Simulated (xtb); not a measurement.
CH₃Cl₃Sn, singlet, geometry from GFN2-xTB (such geometries of metal compounds can be far from the true shape); GFN2-xTB (xtb).

The xtb input:
```
$ xtb mol.xyz --gfn 2 --etemp 3000 --json

# file mol.xyz
8

C     -2.41212915    -0.34622344     0.10505406
Sn    -0.21833744    -0.03133893     0.00950912
Cl     0.79533054    -1.34150917    -1.62327159
Cl     0.34073294     2.17314023    -0.47809076
Cl     0.83990515    -0.54801165     2.01530413
H     -2.58135026    -1.34002271     0.49965153
H     -2.82167332     0.41302867     0.75911044
H     -2.79879609    -0.25024899    -0.90155287
```

The log (banner, timings and long lists left out):

```
   ID    Z sym.   atoms
    1    6 C      1
    2   50 Sn     2
    3   17 Cl     3-5
    4    1 H      6-8

           -------------------------------------------------
          |                Calculation Setup                |
           -------------------------------------------------

           -------------------------------------------------
          |                 G F N 2 - x T B                 |
           -------------------------------------------------

          ...................................................
          :                      SETUP                      :
          :.................................................:
          :  # basis functions                  47          :
          :  # atomic orbitals                  43          :
          :  # shells                           17          :
          :  # electrons                        32          :
          :  max. iterations                   250          :
          :  Hamiltonian                  GFN2-xTB          :
          :  restarted?                      false          :
          :  GBSA solvation                  false          :
          :  PC potential                    false          :
          :  electronic temp.         3000.0000000     K    :
          :  accuracy                    1.0000000          :
          :  -> integral cutoff          0.2500000E+02      :
          :  -> integral neglect         0.1000000E-07      :
          :  -> SCF convergence          0.1000000E-05 Eh   :
          :  -> wf. convergence          0.1000000E-03 e    :
          :  Broyden damping             0.4000000          :
          :  net charge                          0          :
          :  unpaired electrons                  0          :
          ...................................................

 iter      E             dE          RMSdq      gap      omega  full diag
   1    -18.5977678 -0.185978E+02  0.890E+00    3.34       0.0  T
   2    -17.7868099  0.810958E+00  0.141E+01    4.48       1.0  T
   3    -19.4995247 -0.171271E+01  0.573E+00    3.18       1.0  T
   4    -19.5162487 -0.167240E-01  0.488E+00    3.12       1.0  T
   5    -19.5698455 -0.535968E-01  0.140E+00    3.12       1.0  T
   6    -19.5901934 -0.203480E-01  0.794E-01    3.03       1.0  T
   7    -19.5903324 -0.138940E-03  0.285E-01    3.01       1.0  T
   8    -19.5906008 -0.268468E-03  0.681E-02    3.05       1.0  T
[...]
         :: total energy             -19.530005343778 Eh    ::
[...]
     5  17 Cl       0.808    -0.179   104.673    15.651
     6   1 H        0.926     0.084     1.934     2.175
     7   1 H        0.926     0.084     1.934     2.175
     8   1 H        0.926     0.084     1.934     2.175

 Mol. C6AA /au·bohr⁶  :       3334.926237
 Mol. C8AA /au·bohr⁸  :     194878.871188
 Mol. α(0) /au        :         94.808428

Wiberg/Mayer (AO) data.
largest (>0.10) Wiberg bond orders for each atom

 ---------------------------------------------------------------------------
     #   Z sym  total        # sym  WBO       # sym  WBO       # sym  WBO
 ---------------------------------------------------------------------------
     1   6 C    3.972 --     8 H    0.970     6 H    0.970     7 H    0.970
                             2 Sn   0.512     3 Cl   0.184     4 Cl   0.184
                             5 Cl   0.184
     2  50 Sn   3.132 --     3 Cl   0.855     5 Cl   0.855     4 Cl   0.855
                             1 C    0.512
     3  17 Cl   1.266 --     2 Sn   0.855     1 C    0.184     4 Cl   0.111
                             5 Cl   0.111
     4  17 Cl   1.266 --     2 Sn   0.855     1 C    0.184     3 Cl   0.111
                             5 Cl   0.111
     5  17 Cl   1.266 --     2 Sn   0.855     1 C    0.184     3 Cl   0.111
                             4 Cl   0.111
     6   1 H    0.993 --     1 C    0.970
     7   1 H    0.993 --     1 C    0.970
     8   1 H    0.993 --     1 C    0.970
 ---------------------------------------------------------------------------

Topologies differ in total number of bonds
Writing topology from bond orders to xtbtopo.mol

molecular dipole:
                 x           y           z       tot (Debye)
 q only:       -1.522      -0.218       0.066
   full:       -1.578      -0.227       0.069       4.057
molecular quadrupole (traceless):
                xx          xy          yy          xz          yz          zz
 q only:        6.915       1.506      -3.360      -0.457      -0.066      -3.556
  q+dip:        7.915       1.724      -3.845      -0.523      -0.075      -4.070
   full:        8.632       1.880      -4.194      -0.570      -0.082      -4.439

           -------------------------------------------------
          | TOTAL ENERGY              -19.530005343778 Eh   |
          | GRADIENT NORM               0.001149860270 Eh/α |
          | HOMO-LUMO GAP               3.047345645621 eV   |
           -------------------------------------------------

normal termination of xtb
```
